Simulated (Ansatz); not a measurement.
The cluster SnBr2, relaxed as a singlet with RKS r2SCAN-D4/def2-TZVP in Ansatz, starting from the GFN2-xTB geometry. Force threshold 0.02 eV/Å.

In the def2 sets Sn takes a core potential; there is no spin–orbit coupling. The structure comes from a short search, and lower isomers may exist.

Start:

```xyz
3

Sn    0.477    0.902   -0.372
Br    1.256   -1.519   -0.486
Br   -1.733    0.617    0.859
```

(1) Estimate the energy that the relaxation releases and the steps that it takes.

(2) Does the start keep its bonding and symmetry?

(3) Predict the relaxed structure.

Answers

(1) 0.01 eV, in 3 steps; 6 s on 4 threads of Arm Neoverse V2 on a shared host. No frequencies were taken in this run, so the end may be a saddle point.

(2) By distances, no bond broke or formed. The bond that changes most is Sn1–Br2, from 2.55 to 2.52 Å (atoms count from 1). Point group C2v at the start, C2v at the end, both within 0.05 Å.

(3) 
Cartesian coordinates in Å:
```
Sn 0.4784 0.9048 -0.3736
Br 1.2292 -1.5016 -0.4738
Br -1.7076 0.5968 0.8474
```
Bond lengths: 2 × Br–Sn 2.52 Å.
